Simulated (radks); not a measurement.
Results of a calculation; reference values are marked as such.
Fe III, configuration [Ar] 3d3 4s2 4p1 (not the ground configuration). Code: a radial shooting solver on a logarithmic mesh with Libxc functionals. Model: non-relativistic Kohn-Sham, TPSS, spin-polarised, spherical densities, point nucleus; open shells are filled with parallel spins first; meta-GGA in the generalised Kohn-Sham scheme.

Unscreened Slater integrals over Kohn-Sham orbitals (cm^-1). They are taken over the spin-up orbitals.

| integral | value |
|---|---|
| F0(4p,4p) | 79578 |
| F2(4p,4p) | 42623 |
| F0(4p,4s) | 84254 |
| G1(4p,4s) | 57068 |
| F0(4p,3d) | 101600 |
| F2(4p,3d) | 24078 |
| G1(4p,3d) | 8584.5 |
| G3(4p,3d) | 7890.1 |
| F0(4p,3p) | 102430 |
| F2(4p,3p) | 22241 |
| G0(4p,3p) | 5615.8 |
| G2(4p,3p) | 6614.1 |
| F0(4s,4s) | 90100 |
| F0(4s,3d) | 113060 |
| G2(4s,3d) | 11384 |
| F0(4s,3p) | 114140 |
| G1(4s,3p) | 8285.4 |
| F0(3d,3d) | 226280 |
| F2(3d,3d) | 108540 |
| F4(3d,3d) | 68338 |
| F0(3d,3p) | 232750 |
| F2(3d,3p) | 112700 |
| G1(3d,3p) | 137810 |
| G3(3d,3p) | 85132 |
| F0(3p,3p) | 241490 |
| F2(3p,3p) | 121810 |

Derived for the open shells (J is the average intra-shell exchange parameter used in DFT+U). 3d: Racah B = F2/49 - 5 F4/441 = 1440 cm^-1, C = 35 F4/441 = 5424 cm^-1, C/B = 3.77, F4/F2 = 0.630, J = (F2 + F4)/14 = 12630 cm^-1. 4p: J = F2/5 = 8525 cm^-1.
